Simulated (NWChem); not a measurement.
System meant: NH₃Se₂; SMILES N[Se][SeH]

NWChem input:

```
start job
memory heap 200 mb stack 900 mb global 1100 mb
geometry units angstroms noautoz
  Se    -0.394839    -0.941429     0.014451
  N      1.234878    -1.799983     0.015758
  H      1.793762    -1.593621     0.852680
  H      1.788124    -1.608743    -0.828357
  Se    -0.010602     1.409954     0.042453
  H      0.065880     1.600043    -1.435558
end
basis spherical
  Se library def2-svp
  N library def2-svp
  H library def2-svp
end
dft
  xc b3lyp
  iterations 4
  mulliken
end
task dft energy
```

End of the output:

```
    Atom       Charge   Shell Charges
 -----------   ------   -------------------------------------------------------
    1 Se  34    33.85   2.00  2.00  1.96  1.14  0.66  5.99  5.79  1.97  2.13  7.83  2.04  0.34
    2 N    7     7.22   1.97  0.76  0.47  2.20  1.78  0.04
    3 H    1     0.94   0.60  0.22  0.12
    4 H    1     0.94   0.60  0.22  0.12
    5 Se  34    34.03   2.00  2.00  1.96  1.12  0.67  5.99  5.80  2.02  2.37  7.83  2.04  0.24
    6 H    1     1.02   0.61  0.36  0.06

 center of mass
 --------------
 x =  -0.08071751 y =   0.07066773 z =   0.01994065

 moments of inertia (a.u.)
 ------------------
        1011.422504201383           0.000000000000          -0.000000000000
           0.000000000000         152.743925408360           0.000000000000
          -0.000000000000           0.000000000000        1138.457199684169

     Multipole analysis of the density
     ---------------------------------

     L   x y z        total         alpha         beta         nuclear
     -   - - -        -----         -----         ----         -------
     0   0 0 0     -0.000000    -39.000000    -39.000000     78.000000

     1   1 0 0      0.597491      0.298745      0.298745     -0.000000
     1   0 1 0      0.077711      0.038856      0.038856      0.000000
     1   0 0 1     -0.225681     -0.112841     -0.112841      0.000000

     2   2 0 0    -30.174185    -54.165383    -54.165383     78.156581
     2   1 1 0     -1.089056      9.253662      9.253662    -19.596380
     2   1 0 1     -0.148387      0.122577      0.122577     -0.393541
     2   0 2 0    -33.833122   -246.414062   -246.414062    458.995003
     2   0 1 1     -0.898257      1.854925      1.854925     -4.608108
     2   0 0 2    -30.876143    -21.767272    -21.767272     12.658401

 ------------------------------------------------------------------------
 dft energy failed                                                                                  0
 ------------------------------------------------------------------------
 ------------------------------------------------------------------------
  current input line :
    21: task dft energy
 ------------------------------------------------------------------------
 ------------------------------------------------------------------------
 This type of error is most commonly associated with calculations not reaching convergence criteria
 ------------------------------------------------------------------------
 For more information see the NWChem manual at https://nwchemgit.github.io

0:dft energy failed:Received an Error in Communication
```

Task: Find the fault in this run and fix the input.

Result: The run did not converge; its last values are not results. Cause: the SCF was allowed too few iterations. This input runs:
```
start job
memory heap 200 mb stack 900 mb global 1100 mb
geometry units angstroms noautoz
  Se    -0.394839    -0.941429     0.014451
  N      1.234878    -1.799983     0.015758
  H      1.793762    -1.593621     0.852680
  H      1.788124    -1.608743    -0.828357
  Se    -0.010602     1.409954     0.042453
  H      0.065880     1.600043    -1.435558
end
basis spherical
  Se library def2-svp
  N library def2-svp
  H library def2-svp
end
dft
  xc b3lyp
  iterations 150
  mulliken
end
task dft energy
```
It converges to -4859.10298 Ha (B3LYP/def2-SVP).
